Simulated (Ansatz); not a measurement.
A run for Ansatz (a program for electronic structure): R-CCSD(T)/cc-pV(T+d)Z on BH3S (SMILES BS), a point of a torsion scan. Files ending in .json are basis or fitting sets from the Basis Set Exchange.

Ansatz 0.2 input:
```yaml
crystal:
  periodic: [false, false, false]
  atoms:
    - {symbol: B, position_ang: [-0.56690998, -0.02257174, 0.03162506]}
    - {symbol: S, position_ang: [1.03869736, -0.64297424, 0.40244182]}
    - {symbol: H, position_ang: [-1.40373372, -0.79822585, -0.20979038]}
    - {symbol: H, position_ang: [-0.81049274, 1.10106435, 0.23511428]}
    - {symbol: H, position_ang: [1.45882815, 0.32913038, 1.20655296]}
basis:
  gaussian:
    orbitals: cc-pV_T+d_Z.json
magnetization: {spin_polarized: false}
correlation: {method: ccsd_t, electrons: outside_noble_gas}
scf: {lower_state_search: off}
```

The head of its log:

```
WARN ansatz: RAYON_NUM_THREADS=1 ignored (pool sized by the plan → 1); use --threads N
Functional definition: HF
these checks for a lower state are left out or cut short: stability, starts, cluster_reference, orbital_swaps, neighbouring_geometries, increment
integrals: 0.15 GiB planned
630 factors; integrals over basis functions are off by at most 1.6e-3 eV
mean field: 0.17 GiB planned
mean field evaluation 1: about -11536.6735 eV, gradient 1.4e1 eV
mean field evaluation 2: about -11536.6759 eV, gradient 1.4e1 eV
mean field evaluation 4: about -11537.5212 eV, gradient 1.6e0 eV
mean field evaluation 8: about -11537.5323 eV, gradient 1.2e-4 eV
mean field -11537.53227126 eV, -423.9964905485 hartree, gradient 1.4e-6 eV, S^2 0.000000; 0 other end points of the search recorded, 0 dependent functions left out
6 core orbitals not correlated
reference -11537.53227126 eV, -423.9964905485 hartree; 6, 6 occupied and 99, 99 virtual orbitals, 630 factors
```

Problem. Give the final energy of this run.

Solution. -424.3290 hartree (reference determinant -423.9965, T1 diagnostic 0.015).
